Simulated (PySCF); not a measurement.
A PySCF script (with the pyscf-properties extension) for the NMR shieldings of `CC(=O)O[C@H]1CCC[O+]1[AlH3-]`, C6H13AlO3, on a PBE0-D3(BJ)/def2-SVP geometry:

```python
import basis_set_exchange as bse
import numpy as np
from pyscf import gto, dft
from pyscf.prop import nmr

atoms = """
C     2.963296    1.046463    0.806131
C     2.219244   -0.127426    0.261150
O     2.680312   -1.052214   -0.343044
O     0.887756   -0.016315    0.533795
C     0.009262   -0.863451   -0.156903
C    -0.764878   -1.756082    0.789034
C    -1.851474   -0.814750    1.298631
C    -2.206802   -0.030344    0.048788
O    -0.990873   -0.033755   -0.739007
Al   -0.543673    1.529950   -1.901942
H     2.618551    1.290119    1.819894
H     2.744706    1.914349    0.164494
H     4.039165    0.841256    0.795011
H     0.554026   -1.378950   -0.958359
H    -1.197813   -2.594834    0.222094
H    -0.113273   -2.164843    1.571665
H    -2.719710   -1.336371    1.722897
H    -1.438945   -0.144507    2.066977
H    -2.486341    1.016125    0.235241
H    -2.988471   -0.513681   -0.556378
H    -0.651532    2.724561   -0.831127
H    -1.743730    1.417064   -2.958830
H     0.928188    1.068621   -2.344610
"""
names = dict.fromkeys(["C", "O", "Al", "H"], "pcSseg-1")
basis = {el: gto.basis.parse(bse.get_basis(n, elements=[el], fmt="nwchem")) for el, n in names.items()}
mol = gto.M(atom=atoms, basis=basis, charge=0, verbose=0)
mf = dft.RKS(mol, xc="HYB_GGA_XC_WP04")
mf.grids.level = 2
mf.grids.alignment = dft.numint.BLKSIZE   # the property module wants whole blocks of grid points
mf.conv_tol = 1e-9
mf.kernel()

calc = nmr.RKS(mf)   # GIAO
C = mf.mo_coeff
Co = C[:, mf.mo_occ > 0]
resp = mf.gen_response(singlet=True, hermi=2)
def vind(x):   # induced exchange potential for any number of trial vectors
    d = np.einsum("pi,xij,qj->xpq", C, 2 * x.reshape(-1, C.shape[1], Co.shape[1]), Co, optimize=True)
    return np.einsum("xpq,pi,qj->xij", resp(d - d.transpose(0, 2, 1)), C, Co, optimize=True).ravel()
mo1, _ = nmr.rhf.solve_mo1(calc, with_cphf=vind)
sigma = calc.kernel(mo1)
for i, s in enumerate(sigma):   # ppm
    w = np.linalg.eigvalsh((s + s.T) / 2)
    print("%2d %-2s iso %8.1f  s11 %8.1f  s22 %8.1f  s33 %8.1f" % (i, mol.atom_pure_symbol(i), w.mean(), *w))
```

Question: Give the expected output.

Answer: 
```
 0 C  iso    148.9  s11    130.2  s22    139.3  s33    177.3
 1 C  iso     -2.3  s11   -114.0  s22     51.0  s33     56.2
 2 O  iso   -117.2  s11   -390.8  s22   -243.3  s33    282.5
 3 O  iso     77.7  s11    -86.8  s22    117.4  s33    202.5
 4 C  iso     69.3  s11     39.3  s22     67.2  s33    101.3
 5 C  iso    136.2  s11    116.2  s22    137.9  s33    154.4
 6 C  iso    144.4  s11    120.9  s22    153.8  s33    158.4
 7 C  iso     95.6  s11     51.3  s22     83.0  s33    152.6
 8 O  iso    225.0  s11    149.5  s22    214.6  s33    310.9
 9 Al iso    425.9  s11    421.5  s22    423.6  s33    432.6
10 H  iso     29.6  s11     25.6  s22     29.5  s33     33.6
11 H  iso     29.0  s11     25.4  s22     28.8  s33     32.7
12 H  iso     29.7  s11     25.8  s22     28.0  s33     35.3
13 H  iso     25.1  s11     22.4  s22     24.4  s33     28.4
14 H  iso     29.7  s11     25.4  s22     27.4  s33     36.2
15 H  iso     29.6  s11     25.7  s22     27.9  s33     35.3
16 H  iso     29.8  s11     25.9  s22     26.5  s33     36.8
17 H  iso     29.4  s11     26.2  s22     26.9  s33     35.0
18 H  iso     27.2  s11     23.0  s22     26.8  s33     31.8
19 H  iso     27.7  s11     23.0  s22     26.3  s33     33.9
20 H  iso     28.5  s11     25.8  s22     27.4  s33     32.1
21 H  iso     28.4  s11     25.2  s22     27.0  s33     33.1
22 H  iso     28.7  s11     25.2  s22     29.2  s33     31.6
```

These numbers come from an equivalent density-fitted implementation of the same equations, which agrees with the script to about 0.01 ppm for H and up to a few tenths of a ppm for heavy atoms, so last digits may differ.

Question: Turn these shieldings into chemical shifts. Scale: TMS for 13C (σ = 172.44 ppm) and 1H (σ = 31.56 ppm); 17O (σ = 317.54 ppm) vs H2O; AlH4- for 27Al (σ = 483.51 ppm) (reference shieldings calculated alike).

Answer: Averaging equivalent atoms: C 1: 174.7; C 4: 103.2; C 7: 76.8; C 5: 36.3; C 6: 28.1; C 0: 23.5; O 2: 434.7; O 3: 239.9; O 8: 92.5; Al 9: 57.6; H 13: 6.51; H 18: 4.38; H 19: 3.86; H 20/21/22: 3.04; H 17: 2.19; H 10/11/12: 2.16; H 15: 1.92; H 14: 1.89; H 16: 1.81 ppm. Unscaled 17O shifts of doubly bonded oxygen tend to come out too high, by tens of ppm or more. Experimental scales use liquid or dissolved standards, which lie at an offset from isolated H2O (liquid H2O: subtract about 36 ppm).

Size and cost of the density-fitted run: 242 basis functions, 55 s wall time on 1 thread of an Arm Neoverse V2, shared host; peak memory 1.3 GiB.
